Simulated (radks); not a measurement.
The numbers below are computed, except where a source is named.
Q: The iridium ion Ir8+ is in [Xe] 4f14 5d(3/2: 1, 5/2: 0). Level of theory: Dirac Kohn-Sham, BLYP, spin-unpolarised, spherical densities, finite nucleus; Fermi nuclear charge, rms radius of each element as measured or else 0.836 A^(1/3) + 0.57 fm (a radial shooting solver on a logarithmic mesh with Libxc functionals). Sub-shells are occupied by j as written (lower j first in brackets). One electron is removed from 4f7/2, 5p3/2, 5p1/2, 5d3/2 in turn, with full relaxation. Which removal costs least, and what does each cost?

A: 5d3/2 122.67 eV; 5p3/2 174.09 eV; 5p1/2 190.07 eV; 4f7/2 196.85 eV. The 5d3/2 electron leaves first.
